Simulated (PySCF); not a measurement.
# Dipole moment and polarisability of `C=P1(C(C)C)CC1`

Species: C6H13P.
Geometry (GFN2-xTB, Å), atoms numbered from 1 in this order:
```
atom  x, y, z in Å
C1     1.2633    2.0489    0.2286
P2     0.7266    0.4477   -0.0897
C3    -0.9182   -0.5211   -0.2037
C4    -1.7525    0.1121   -1.3064
C5    -1.6000   -0.4314    1.1528
C6     1.8583   -0.4939   -1.1440
C7     1.9434   -0.8175    0.3540
H8     0.8261    2.7276   -0.5089
H9     0.9307    2.3456    1.2272
H10   -0.6984   -1.5635   -0.4487
H11   -1.9137    1.1689   -1.0910
H12   -1.2417    0.0361   -2.2661
H13   -2.7237   -0.3736   -1.3876
H14   -0.9732   -0.8735    1.9268
H15   -1.7745    0.6130    1.4131
H16   -2.5583   -0.9484    1.1412
H17    1.4756   -1.2700   -1.7934
H18    2.6854    0.0642   -1.5606
H19    1.6157   -1.8009    0.6644
H20    2.8239   -0.4598    0.8695
```

Level: B3LYP/def2-SVPD (PySCF), static field, nuclei fixed, core orbitals frozen in the response. The polarisability tensor in these axes (au):

```
x   116.15   6.85  -0.15
y     6.85 104.36   3.12
z    -0.15   3.12  88.77
```

Diagonalise the tensor; give its mean and Δα, where Δα² is half the sum of the squared differences of the eigenvalues.

Principal values 88.09, 101.86 and 119.33 au; mean 103.09 au = 15.28 Å³ = 17.00 × 10⁻⁴⁰ C²·m²/J; Δα = 27.13 au (26 % of the mean).

What is the dipole moment, and where does it point?

(-1.81, -2.88, -0.52) D, 3.44 D in size, pointing from the negative to the positive side. Measured along this direction, the outermost atoms are H8 and H9 at the negative end and H16 and H13 at the positive end.

Traceless (Buckingham) quadrupole moment about the centre of nuclear charge: eigenvalues?

-8.23, 3.65, 4.58 D·Å. The values depend on the origin, since the dipole doesn't vanish. The electronic extent ⟨r²⟩ about the same centre is 1025 bohr², a root-mean-square distance of 2.12 Å for the 64 electrons.

Molar refractivity from α?

Lorentz–Lorenz: R = (4π/3)N_A α = 2.5225 cm³/(mol·Å³) × 15.28 Å³ = 38.5 cm³/mol, in the limit of long wavelengths.

What would n − 1 = 2πNα be for an ideal gas of these molecules at 500 K and 1 atm, electronic part alone?

N = p/kT = 1.4678 × 10¹⁹ cm⁻³, so n − 1 = 2π × N × 15.28 × 10⁻²⁴ cm³ = 1409 × 10⁻⁶ at long wavelengths, for an ideal gas.

One conformer (not necessarily the lowest) at the GFN2-xTB geometry, without solvent, vibrations or thermal averaging.
